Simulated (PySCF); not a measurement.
Correlation energy of Ta⁺ (tantalum, charge +1)

[Xe] 4f14 5d4, high-spin 5D determinant (an excited configuration). Computed with PySCF 2.14 in x2c-TZVPPall (11s7p7d3f1g, 97 functions), with scalar relativity by spin-free X2C-1e. Frozen: [Xe] 4f14; 4 electrons correlated.

```csv
level,correlation energy (mhartree)
CCSD,-35.43
(T),-0.58
CCSD(T),-36.01
```

Diagnostics: T1 = 0.0049, D1 = 0.0077, largest double amplitude 0.024.

Is a single reference adequate?

Yes, within this model without spin-orbit coupling: T1 lies below 0.03 and no double amplitude reaches 0.07.
